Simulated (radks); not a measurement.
The numbers below are computed, except where a source is named.
Correlation energies from several functionals, in hartree. Species: Tc [Kr] 4d5 5s2; C4+ [He]. Level of theory: non-relativistic Kohn-Sham, exchange-only LDA, spin-polarised, spherical densities, point nucleus (a radial shooting solver on a logarithmic mesh with Libxc functionals). Every spin shell is full or empty, so the densities are truly spherical. Functionals are evaluated on that one density, not self-consistently.

functional       Tc        C4+
PW92        -3.9328   -0.17243
PZ          -3.9251   -0.17183
Chachiyo    -3.8736   -0.16940
PBE         -2.1413  -0.046873
P86         -2.4399  -0.057985
PW91        -2.3206  -0.056891
TPSS        -2.1429  -0.047858
revTPSS     -2.1736  -0.050133
r2SCAN      -2.1753  -0.042841
B95         -2.5911  -0.063787
Tao-Mo      -2.0588  -0.032541
